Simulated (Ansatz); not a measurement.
Reaction (formal exchange of groups at a C–C bond): `CCC(N)=O` + SiH₄ → `NC(=O)[SiH3]` + `CC`

Calculated with Ansatz (gas phase, PBE0-D4/def2-TZVP geometries, no zero-point term in ΔE). CCSD(T)/CBS is the MP2 limit (def2-TZVPP, def2-QZVPP) plus CCSD(T) − MP2 in def2-TZVPP, frozen cores. This one scheme is used for every species. DFT in def2-TZVPP. One conformer a species, not always the lowest.

| level | ΔE (kJ/mol) |
| --- | --- |
| BHLYP-D4 | 6.7 |
| LC-ωPBE | 6.5 |

Task: What does CCSD(T)/CBS give? (Best estimate.)

Result: Ansatz gave: +3.9 kJ/mol. The listed levels differ from it by 2.8, 2.6 kJ/mol.

Largest T1 diagnostic among the species: 0.016.

From r2SCAN to r2SCAN0 (25 % exact exchange), in def2-TZVPP and without D4, ΔE moves by +5.1 kJ/mol. At CCSD(T), def2-SVP lies +13.6 kJ/mol from the extrapolated value and def2-TZVPP +3.2 kJ/mol. Leaving LDA and LC-ωPBE aside and taking each functional with its dispersion term where it has one, the values, not all of them listed here, spread over 14.0 kJ/mol, from BLYP-D4 to PBE-QIDH. LDA lies +12.0 kJ/mol from PBE without D4.
